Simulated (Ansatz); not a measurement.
The same path of Cl2 + Cl2F3HMo (9 atoms, charge 0, multiplicity 1) was run twice with different band settings. Lost on the way: Cl3–H9. Made: F2–H9.

Method: RHF/def2-SVP in Ansatz.

Relaxed end points:

```xyz
9
Properties=species:S:1:pos:R:3
Mo -0.616 -0.987 0.170
F -1.258 -0.051 1.576
Cl 1.904 -0.276 1.270
Cl 0.663 3.766 1.179
F -2.279 -1.493 -0.505
F 0.234 -2.530 -0.230
Cl -0.059 0.551 -1.468
Cl 2.384 3.530 0.144
H 2.135 0.705 0.478
```

```xyz
9
Properties=species:S:1:pos:R:3
Mo -0.070 -0.693 -0.276
F -0.148 -1.053 2.041
Cl 2.165 -0.408 0.281
Cl 0.073 4.740 0.699
F -0.909 0.830 0.193
F -0.314 -2.479 -0.309
Cl -0.003 -0.335 -2.553
Cl 1.627 3.575 0.139
H 0.689 -0.960 2.398
```

Common settings: movable images 5; climbing image yes; spring 5.0 eV/Å²; optimiser quadratic models (default); start path through a guess of the saddle point; iteration limit 60; end points relaxed.

| run | force threshold |
| --- | --- |
| 1 | 0.05 eV/Å |
| 2 | 0.2 eV/Å |

Problem. What does each run give, and how far can it be trusted?

Solution. Run 1: converged after 30 iterations, highest image 1.240 eV above the first end. Neighbouring images differ by up to 1.5 eV, so the band resolves the path poorly. A vibrational analysis at the climbing image gives one clearly imaginary mode, 1214i cm⁻¹, and a faint second one (21i cm⁻¹) that may be numerical noise or a soft torsion: probably a first-order saddle point.
Run 2: converged after 21 iterations, highest image 1.237 eV above the first end. The threshold of 0.2 eV/Å is loose, so the images may lie well off the minimum-energy path. Neighbouring images differ by up to 1.5 eV, so the band resolves the path poorly. Another band between the same ends (5 images) ends at a top of the same energy, where a vibrational analysis finds 1 clearly imaginary mode.
The orbitals stay closed-shell, which can raise the energy where a bond breaks towards radicals; this wasn't checked here.
